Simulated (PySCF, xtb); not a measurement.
isocyanic acid cation (CHNO), SMILES N=C=O (connectivity only; charge and spin as stated), charge +1, multiplicity 2.

Geometry optimised at B3LYP-D3(BJ)/def2-TZVP. The multiplicity is an assumed one; other spin states were not compared.

These are C-PCM-M06-2X/def2-SVP run with PySCF values and carry that method's errors.

The values are the electrostatic part of the solvation free energy, E(continuum) − E(gas) at the gas-phase geometry, in a cavity of scaled van der Waals radii (PySCF's table); cavitation and dispersion terms are not included.

Computed values in water (ε = 78.36), dimethylsulfoxide (ε = 46.83), benzene (ε = 2.27):
| solvent | ε | ΔG(elec) (kcal/mol) |
|---|---|---|
| water | 78.36 | -75.6 |
| dimethylsulfoxide | 46.83 | -75.0 |
| benzene | 2.27 | -42.6 |

For comparison, GFN2-xTB/ALPB(water) (xtb, at the GFN2-xTB geometry, all terms of that model) gives -75.1 kcal/mol.
